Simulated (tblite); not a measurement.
Compound: C₃H₉NOSi₂.
Atom-mapped SMILES: `[CH3:1][CH2:2][O:3][Si@@H:4]([SiH3:5])[C:6]#[N:7]` (hydrogens: H8, H9, H10 on C1; H11, H12 on C2; H13 on Si4; H14, H15, H16 on Si5)

Structure optimised with GFN2-xTB, isolated species.

Task: Give the optimised bond lengths and angles.

Result: 
```
                     bond  length (bohr)
                    C1–C2          2.871
                    C2–O3          2.651
                   O3–Si4          3.059
                  Si4–Si5          4.342
                   Si4–C6          3.555
                    C6≡N7          2.167
     C1–H8, C1–H9, C1–H10          2.054
                   C2–H11          2.072
                   C2–H12          2.072
                  Si4–H13          2.787
Si5–H14, Si5–H15, Si5–H16          2.769
```

Bonds in one row agree within 0.02 bohr and their mean is given. A selection of angles:
```
      angle  degrees
   C2–C1–H8    110.0
   H8–C1–H9    108.6
   C1–C2–O3    109.5
  C1–C2–H11    110.5
  C1–C2–H12    110.5
  O3–C2–H11    109.2
  O3–C2–H12    109.2
 H11–C2–H12    108.0
  C2–O3–Si4    130.6
 O3–Si4–Si5    102.3
  O3–Si4–C6    108.7
 O3–Si4–H13    111.2
 Si5–Si4–C6    113.2
Si5–Si4–H13    121.3
 C6–Si4–H13    100.1
Si4–Si5–H14    107.9
Si4–Si5–H15    112.6
H14–Si5–H15    107.1
  Si4–C6–N7    177.9
```

Dihedral angles: C1–C2–O3–Si4 178° (antiperiplanar); C2–O3–Si4–Si5 -175° (antiperiplanar).

Si4 (oxygen-bound silicon) is distorted tetrahedral (angles from 100.1° to 121.3°). Si5 (SiH3 silicon) is distorted tetrahedral (angles from 107.1° to 114.1°).

Point group: C1 (no symmetry element, even within 0.4 Å). Its GFN2-xTB frequencies are all real (lowest 23 cm⁻¹). One conformer, not necessarily the lowest. 2 starts were optimised and ended at 0.00 and 1.16 kcal/mol (GFN2-xTB); the lowest of these is shown.

Hardware: one thread of an Arm Neoverse V1 (shared host). Cost: 0.52 s wall. This is the geometry optimisation.

These are computed values.
